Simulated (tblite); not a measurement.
Species: H₁₃NOSi₆.
SMILES with atom numbers: `[NH2:1][Si@@H:2]1[SiH2:3][SiH2:4][SiH2:5][Si@H:6]1[O:7][SiH3:8]` (hydrogens: H9, H10 on N1; H11 on Si2; H12, H13 on Si3; H14, H15 on Si4; H16, H17 on Si5; H18 on Si6; H19, H20, H21 on Si8)

Structure optimised with GFN2-xTB, isolated species.

Give the optimised bond lengths and angles.

| bond | length (Å) | order |
| --- | --- | --- |
| N1–Si2 | 1.739 | single |
| Si2–Si3 | 2.342 | single |
| Si3–Si4 | 2.343 | single |
| Si4–Si5 | 2.345 | single |
| Si5–Si6 | 2.338 | single |
| Si6–O7 | 1.650 | single |
| O7–Si8 | 1.607 | single |
| Si2–Si6 | 2.328 | single |
| N1–H9, N1–H10 | 1.007 | single |
| Si2–H11 | 1.486 | single |
| Si3–H12 | 1.473 | single |
| Si3–H13 | 1.473 | single |
| Si4–H14 | 1.472 | single |
| Si4–H15 | 1.473 | single |
| Si5–H16 | 1.473 | single |
| Si5–H17 | 1.473 | single |
| Si6–H18 | 1.474 | single |
| Si8–H19, Si8–H20, Si8–H21 | 1.462 | single |

Bonds in one row agree within 0.01 Å and their mean is given. Orders are formal, as drawn. A selection of angles:
| angle | degrees |
| --- | --- |
| N1–Si2–Si3 | 103.2 |
| N1–Si2–Si6 | 102.8 |
| Si3–Si2–Si6 | 105.2 |
| Si2–Si3–Si4 | 106.5 |
| Si3–Si4–Si5 | 107.7 |
| Si4–Si5–Si6 | 105.7 |
| Si5–Si6–O7 | 105.6 |
| Si2–Si6–Si5 | 106.3 |
| Si2–Si6–O7 | 104.5 |
| Si6–O7–Si8 | 151.3 |
| H9–N1–Si2 | 119.0 |
| H10–N1–Si2 | 118.4 |

Torsions: N1–Si2–Si3–Si4 -84° (synclinal); Si2–Si3–Si4–Si5 -8° (synperiplanar); Si3–Si4–Si5–Si6 -10° (synperiplanar); Si4–Si5–Si6–O7 -86° (synclinal); Si5–Si6–O7–Si8 47° (synclinal); N1–Si2–Si6–Si5 78° (synclinal).

The 5-membered ring Si2–Si3–Si4–Si5–Si6 has internal angles of 105.2° to 107.7°; it is puckered, 0.20 Å rms from its mean plane, widest ring torsion 30°. The 2 O–Si bonds span 1.607 Å (O7–Si8, drawn single) to 1.650 Å (Si6–O7, drawn single), a spread of 0.043 Å. Si4 (SiH2 silicon) is distorted tetrahedral (angles from 102.2° to 111.9°). Si5 (SiH2 silicon) is distorted tetrahedral (angles from 103.0° to 115.2°). Si6 (oxygen-bound silicon) is distorted tetrahedral (angles from 99.1° to 120.5°). Si2 (SiH silicon) is distorted tetrahedral (angles from 102.8° to 117.8°). Si3 (SiH2 silicon) is distorted tetrahedral (angles from 102.4° to 114.7°).

Point group: C1 (no symmetry element, even within 0.4 Å). Its lowest GFN2-xTB frequency is 16i cm⁻¹, too small to tell a flat minimum from a shallow saddle. The numbers are those of one conformer (H–N1–Si2–Si3 168° and -56°, Si5–Si6–O7–Si8 47°, N1–Si2–Si3–Si4 -84°, Si2–Si3–Si4–Si5 -8°, Si3–Si4–Si5–Si6 -10°, Si4–Si5–Si6–O7 -86°). 3 starts were optimised and ended at 0.00, 0.03 and 1.18 kcal/mol (GFN2-xTB); the lowest of these is shown.

All values are computed, not measured.
